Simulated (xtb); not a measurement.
ClF (SMILES FCl), singlet, from a rough starting geometry; GFN2-xTB (xtb).

xtb was given this input:
```
$ xtb mol.xyz --gfn 2 --opt vtight --json

# file mol.xyz
2

F     -0.04696845    -0.00683309    -0.82396231
Cl     0.04888848    -0.00738674     0.82011985
```

Output, abridged:

```
   ID    Z sym.   atoms
    1    9 F      1
    2   17 Cl     2

           -------------------------------------------------
          |                Calculation Setup                |
           -------------------------------------------------

           -------------------------------------------------
          |                 G F N 2 - x T B                 |
           -------------------------------------------------

          ...................................................
          :                      SETUP                      :
          :.................................................:
          :  # basis functions                  14          :
          :  # atomic orbitals                  13          :
          :  # shells                            5          :
          :  # electrons                        14          :
          :  max. iterations                   250          :
          :  Hamiltonian                  GFN2-xTB          :
          :  restarted?                      false          :
          :  GBSA solvation                  false          :
          :  PC potential                    false          :
          :  electronic temp.          300.0000000     K    :
          :  accuracy                    1.0000000          :
          :  -> integral cutoff          0.2500000E+02      :
          :  -> integral neglect         0.1000000E-07      :
          :  -> SCF convergence          0.1000000E-05 Eh   :
          :  -> wf. convergence          0.1000000E-03 e    :
          :  Broyden damping             0.4000000          :
          :  net charge                          0          :
          :  unpaired electrons                  0          :
          ...................................................

 iter      E             dE          RMSdq      gap      omega  full diag
   1     -9.2114373 -0.921144E+01  0.124E+01    4.09       0.0  T
   2     -9.2186971 -0.725984E-02  0.573E+00    4.16       1.0  T
   3     -9.2189570 -0.259882E-03  0.138E+00    4.13       1.0  T
   4     -9.2190140 -0.569831E-04  0.171E-01    4.12       1.0  T
   5     -9.2190296 -0.155895E-04  0.951E-02    4.13       1.0  T
   6     -9.2190358 -0.620253E-05  0.759E-02    4.13       1.0  T
   7     -9.2190432 -0.735337E-05  0.279E-03    4.15      25.3  T
   8     -9.2190432 -0.836907E-09  0.119E-03    4.15      59.6  T
   9     -9.2190432 -0.356799E-10  0.168E-05    4.15    4217.4  T
  10     -9.2190432 -0.133227E-12  0.541E-06    4.15   13059.5  T

   *** convergence criteria satisfied after 10 iterations ***

         :::::::::::::::::::::::::::::::::::::::::::::::::::::
         ::                     SUMMARY                     ::
         :::::::::::::::::::::::::::::::::::::::::::::::::::::
         :: total energy              -9.218185678683 Eh    ::
         :: gradient norm              0.020575495496 Eh/a0 ::
         :: HOMO-LUMO gap              4.151456655671 eV    ::
         ::.................................................::
         :: SCC energy                -9.219043154825 Eh    ::
         :: -> isotropic ES            0.005602071911 Eh    ::
         :: -> anisotropic ES         -0.000333700371 Eh    ::
         :: -> anisotropic XC         -0.002827570751 Eh    ::
         :: -> dispersion             -0.000330934382 Eh    ::
         :: repulsion energy           0.000857476142 Eh    ::
         :: add. restraining           0.000000000000 Eh    ::
         :: total charge               0.000000000000 e     ::
         :::::::::::::::::::::::::::::::::::::::::::::::::::::

      -----------------------------------------------------------
     |                   =====================                   |
     |                        A N C O P T                        |
     |                   =====================                   |
     |               Approximate Normal Coordinate               |
[...]
 * total energy  :    -9.2181857 Eh     change       -0.1065814E-13 Eh
 * total energy  :    -9.2184444 Eh     change       -0.2587668E-03 Eh
 * total energy  :    -9.2186508 Eh     change       -0.2063478E-03 Eh
 * total energy  :    -9.2186516 Eh     change       -0.8109689E-06 Eh
 * total energy  :    -9.2186518 Eh     change       -0.1803850E-06 Eh
 * total energy  :    -9.2186518 Eh     change       -0.2190248E-11 Eh
   *** GEOMETRY OPTIMIZATION CONVERGED AFTER 6 ITERATIONS ***
         :: total energy              -9.218651784674 Eh    ::
[...]
         :: gradient norm              0.000000012671 Eh/a0 ::
         :: HOMO-LUMO gap              3.867577244319 eV    ::
         ::.................................................::
         :: SCC energy                -9.219248712220 Eh    ::
         :: -> isotropic ES            0.005904082231 Eh    ::
         :: -> anisotropic ES         -0.000435720959 Eh    ::
         :: -> anisotropic XC         -0.002112261621 Eh    ::
         :: -> dispersion             -0.000331111602 Eh    ::
         :: repulsion energy           0.000596927545 Eh    ::
         :: add. restraining           0.000000000000 Eh    ::
         :: total charge              -0.000000000000 e     ::
         :::::::::::::::::::::::::::::::::::::::::::::::::::::

           -------------------------------------------------
          |                Property Printout                |
           -------------------------------------------------

    * Orbital Energies and Occupations

         #    Occupation            Energy/Eh            Energy/eV
      -------------------------------------------------------------
         1        2.0000           -1.0952436             -29.8031
         2        2.0000           -0.8245199             -22.4363
         3        2.0000           -0.5784104             -15.7393
         4        2.0000           -0.5466694             -14.8756
         5        2.0000           -0.5466694             -14.8756
         6        2.0000           -0.4707246             -12.8091
         7        2.0000           -0.4707246             -12.8091 (HOMO)
         8                         -0.3285938              -8.9415 (LUMO)
         9                         -0.0361446              -0.9835
        10                         -0.0361446              -0.9835
        11                         -0.0308912              -0.8406
        12                         -0.0308912              -0.8406
        13                          0.0711230               1.9354
      -------------------------------------------------------------
                  HL-Gap            0.1421308 Eh            3.8676 eV
             Fermi-level           -0.3996592 Eh          -10.8753 eV

     #   Z          covCN         q      C6AA      α(0)
     1   9 F        0.858    -0.155    10.776     3.878
     2  17 Cl       0.858     0.155    94.618    14.881

 Mol. C6AA /au·bohr⁶  :        167.133782
 Mol. C8AA /au·bohr⁸  :       5781.850012
 Mol. α(0) /au        :         18.759162

Wiberg/Mayer (AO) data.
largest (>0.10) Wiberg bond orders for each atom

 ---------------------------------------------------------------------------
     #   Z sym  total        # sym  WBO       # sym  WBO       # sym  WBO
 ---------------------------------------------------------------------------
     1   9 F    1.017 --     2 Cl   1.017
     2  17 Cl   1.017 --     1 F    1.017
 ---------------------------------------------------------------------------

Topologies differ in total number of bonds
Writing topology from bond orders to xtbtopo.mol

molecular dipole:
                 x           y           z       tot (Debye)
 q only:        0.029      -0.000       0.492
   full:        0.043      -0.000       0.731       1.862
molecular quadrupole (traceless):
                xx          xy          yy          xz          yz          zz
 q only:        0.002      -0.001       0.002       0.001      -0.010      -0.004
  q+dip:        0.327      -0.001       0.331      -0.055      -0.014      -0.658
   full:       -0.330      -0.001      -0.334       0.060      -0.015       0.664

optimized geometry written to: xtbopt.xyz

           -------------------------------------------------
          | TOTAL ENERGY               -9.218651784674 Eh   |
          | GRADIENT NORM               0.000000012671 Eh/α |
          | HOMO-LUMO GAP               3.867577244319 eV   |
           -------------------------------------------------
```
